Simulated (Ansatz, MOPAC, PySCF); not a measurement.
HCl (SMILES Cl) and C2H2 (SMILES C#C) are pulled apart as rigid monomers along the line of their centres of mass, from the B3LYP-D3(BJ)/def2-TZVP minimum. Starting geometry (charge 0, multiplicity 1):
| atom | x (Å) | y (Å) | z (Å) |
|---|---|---|---|
| Cl | -0.1177 | 0.5380 | -0.4665 |
| H | -0.1237 | 0.3436 | 0.8106 |
| C | -0.5520 | -0.4199 | 3.0345 |
| C | 0.2943 | 0.4182 | 3.1616 |
| H | -1.3033 | -1.1646 | 2.9261 |
| H | 1.0456 | 1.1617 | 3.2784 |

Interaction energies with rigid monomers; basis-set methods are counterpoise corrected unless marked otherwise.

Rows in 6-31G* carry no dispersion term and start afresh at each structure (6-31G* with six Cartesian d functions). MP2/6-31G* freezes PySCF's default core. The state that PM6 reach isn't checked.

The values were computed with Ansatz (Gaussian basis) for Hartree–Fock, density functionals and correlated methods; MOPAC for PM6 (differences of heats of formation); PySCF for 6-31G* rows, the dispersion terms. 

```tsv
H2···C4 (Å)	PM6 (kcal/mol)	PBE/def2-TZVPPD (kcal/mol)	B3LYP/def2-TZVPPD (kcal/mol)	PBE0-D3(BJ)/def2-TZVPPD (kcal/mol)	MP2/6-31G* (kcal/mol)
2.16	-0.03	-2.48	-1.05	-3.28	-0.26
2.39	-1.21	-2.94	-1.95	-3.66	?
2.74	-1.14	-2.44	?	-3.01	-2.17
3.32	-0.50	-1.36	-1.02	-1.69	-1.32
4.27	-0.19	-0.50	-0.39	-0.63	-0.50
```

### Question
Complete the blanks.

### Answer

- 2.39, MP2/6-31G* (kcal/mol): -1.90
- 2.74, B3LYP/def2-TZVPPD (kcal/mol): -1.82

Ansatz is a first-principles code.
